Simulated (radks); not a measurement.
Valence configurations of Hf3+ (all share [Xe]). Calculated with a radial shooting solver on a logarithmic mesh with Libxc functionals: Dirac Kohn-Sham, PBE, spin-unpolarised, spherical densities, finite nucleus; open shells fill j = l - 1/2 first; Fermi nuclear charge, rms radius 5.347 fm. Energies are relative to 4f14 5d1; eigenvalues in eV.

| valence | E (eV) | e(4f5/2) | e(4f7/2) | e(5d3/2) | e(6p1/2) | e(6s1/2) |
|---|---|---|---|---|---|---|
| 4f14 5d1 | 0.000 | -44.918 | -43.170 | -27.448 | - | - |
| 4f13 5d2 | 18.808 | -53.218 | -51.389 | -29.387 | - | - |
| 4f14 6p1 | 7.974 | -49.415 | -47.663 | - | -21.946 | - |
| 4f13 5d1 6s1 | 21.912 | -56.779 | -54.947 | -31.793 | - | -28.207 |
| 4f14 5d0.5 6s0.5 | 0.881 | -46.593 | -44.843 | -28.586 | - | -26.606 |
| 4f13 5d1 6p1 | 28.137 | -57.858 | -56.025 | -32.649 | -22.562 | - |
| 4f12 5d1 6s2 | 53.828 | -69.672 | -67.754 | -36.366 | - | -30.488 |
| 4f13 6s1 6p1 | 32.465 | -61.562 | -59.726 | - | -23.769 | -30.271 |
| 4f11 5d3 6p1 | 88.909 | -76.385 | -74.386 | -36.629 | -23.618 | - |
| 4f13.5 5d1.5 | 8.619 | -48.992 | -47.203 | -28.422 | - | - |

NIST lists [Xe] 4f14 5d1 as the ground configuration; this level of theory agrees among the configurations tried. The energies are those of spherical spin-averaged densities, not of single terms.
